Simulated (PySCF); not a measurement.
C₅H₁₁BOS₂.
Z-matrix (Å and degrees, PBE0-D3(BJ)/def2-SVP geometry), rows numbered from 1:
```
C 
C   1  1.5184
C   2  1.5151  1  112.74
O   2  1.4256  1  110.91  3   119.54
C   4  1.3696  2  117.92  1    93.32
C   5  1.5156  4  108.62  2   158.14
S   6  1.8195  5  111.03  4   166.57
B   7  1.7908  6   95.35  5   -31.89
S   8  1.7810  7  115.85  6     9.23
H   1  1.1006  2  110.09  3   -60.13
H   1  1.1004  2  110.32  3    59.57
H   1  1.0991  2  111.62  3   179.68
H   2  1.1080  1  109.21  3  -121.52
H   3  1.0995  2  110.70  1  -178.21
H   3  1.0997  2  110.83  1   -57.54
H   3  1.1007  2  109.96  1    62.35
H   5  1.1075  4  111.33  2    36.10
H   6  1.1011  5  108.69  4    46.27
H   6  1.0995  5  109.98  4   -72.44
H   8  1.2015  7  121.49  6  -171.08
```

Level: PBE0/pcSseg-1 in PySCF, non-relativistic, on one gas-phase PBE0-D3(BJ)/def2-SVP geometry that isn't relaxed in the solvent. The solvent is an IEF-PCM continuum (van der Waals radii × 1.2). The model holds no explicit solvent molecules, cavitation or dispersion.

```json
{"run": "gas", "E − E(gas) (kcal/mol)": "0.00", "HOMO (eV)": "-6.97", "HOMO–LUMO gap (eV)": "6.21", "dipole (D)": "2.80"}
{"run": "P", "E − E(gas) (kcal/mol)": "-3.57", "HOMO (eV)": "-7.04", "HOMO–LUMO gap (eV)": "6.20", "dipole (D)": "3.50"}
{"run": "Q", "E − E(gas) (kcal/mol)": "-4.46", "HOMO (eV)": "-7.07", "HOMO–LUMO gap (eV)": "6.20", "dipole (D)": "3.68"}
```

Question: The runs were made in tetrahydrofuran and water. Which run belongs to which solvent?

Answer: P = tetrahydrofuran, Q = water. The dielectric constants are 7.426 (tetrahydrofuran), 78.36 (water), and the energy falls further as ε rises. In this model the ground state sees the solvent through ε alone.

Question: How constant is the ratio of the lowering to (ε − 1)/(2ε + 1)?

Answer: 
```tsv
solvent	(ε − 1)/(2ε + 1)	E − E(gas) (kcal/mol)	ratio (kcal/mol)	polarisation term (kcal/mol)
tetrahydrofuran	0.405	-3.57	-8.8	-4.02
water	0.490	-4.46	-9.1	-5.21
```

The ratio changes by +3.3 % in size from tetrahydrofuran to water. The polarisation term is half the interaction of the solute with the induced surface charges.

The run took 78 s wall on Arm Neoverse N1, one thread, on a shared host, and the process peaked at 1.2 GiB of memory. This is the whole shielding run at PBE0/pcSseg-1 in water, SCF included.
